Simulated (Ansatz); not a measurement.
CH4GeOS (`O=[C](S)[GeH3]`) at its PBE0-D4/def2-TZVP geometry, where that method's forces vanish. The species carries charge 0 and has multiplicity 1.

```xyz
8

O    -0.9085    1.0946    1.6012
C    -0.0815    0.5398    0.9375
S     1.6211    0.4912    1.4834
Ge   -0.5795   -0.3280   -0.8038
H     2.0844   -0.2174    0.4423
H    -0.9995    0.7922   -1.7618
H     0.6179   -1.1030   -1.3771
H    -1.7544   -1.2694   -0.5216
```

Task: What forces (eV/Å) does B3LYP-D4/def2-TZVPP give on these atoms in Ansatz 0.2.0? (Best estimate.)

Result: The calculation gave: 
```
O1  -0.220  0.142  0.165
C2  -0.012 -0.052 -0.091
S3   0.275 -0.020  0.069
Ge4 -0.057 -0.075 -0.152
H5   0.028  0.008  0.025
H6  -0.005  0.001 -0.007
H7  -0.004 -0.001 -0.005
H8  -0.006 -0.003 -0.004
```

B3LYP here is the variant with VWN-RPA as its local correlation; programs differ in this.
